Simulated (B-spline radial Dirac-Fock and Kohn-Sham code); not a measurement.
Auger decay of the N4 hole in Ta⁶⁺

System: Ta⁶⁺, [Xe] 4f13.

Calculated with a B-spline atomic structure program, using a relativistic independent-particle model: LDA orbitals of the hole state, radiative multipoles to third order, Auger rates from the Coulomb interaction with a continuum orbital, Dirac-Fock energies. Kinetic energies are configuration averages from the vacuum level; the two-hole energies are estimated from single-hole states.

```tsv
transition	kinetic energy (eV)	width (meV)	share (%)
N4-N6O1	32.68	477	7.9
N4-N7O1	34.89	46.5	0.8
N4-N6O2	68.18	385	6.3
N4-N6N6	69.41	1040	17.2
N4-N7O2	70.30	103	1.7
N4-N6N7	71.64	3270	53.9
N4-N7N7	73.88	40.5	0.7
N4-N6O3	79.28	600	9.9
N4-N7O3	81.53	42.3	0.7
```

Coster-Kronig rates are the weakest part of this model and often come out 1.5 to 2.5 times too large. Super-Coster-Kronig decay this fast strains the one-particle picture, and such widths tend to come out too large. The listed channels hold 99 % of the non-radiative rate. Summed by principal shells, of 6.06 eV in all: NNN 71.8 %, NNO 27.3 %, NOO 0.9 %.
